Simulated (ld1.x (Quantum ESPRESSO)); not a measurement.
# Ranking RRKJ potentials for Sn

All share these settings but for the change named:

tin, norm-conserving RRKJ (Kleinman–Bylander form), made with ld1.x (Quantum ESPRESSO) 7.5 (PBEsol, scalar-relativistic). Core [Kr] 4d10, reference 5s1.75 5p2.25. Waves: 5s (bound): rc 2.00 bohr; 5p (bound): rc 1.80 bohr. Local part: the p channel. Core correction: Bessel-smoothed model core inside 1.15 bohr. rho0 = 0.02.

Cutoff: the first of the cutoffs (Ry, on a coarse ladder) from which the occupation-weighted sum of valence levels, in a spherical-Bessel basis at the reference potential, stays within 10 and 1 mRy of its value at 400 Ry; the density cutoff is not measured.

The base gives 35 Ry.

Of 12 variants that were run, those that failed, showed a ghost or another fault, or gave nearly equal values are left out.

A variant can come out equal or close to the base.

Rank these variants from softest to hardest (loose cutoff).
A. wave 5p (bound): rc 1.80 bohr becomes 5p (bound): rc 2.02 bohr
B. all radii but the core radius scaled by about 1.27 (s 2.54, p 2.30 bohr)
C. all radii but the core radius scaled by about 1.20 (s 2.40, p 2.16 bohr)

B (21 Ry), C (25 Ry), A (35 Ry).
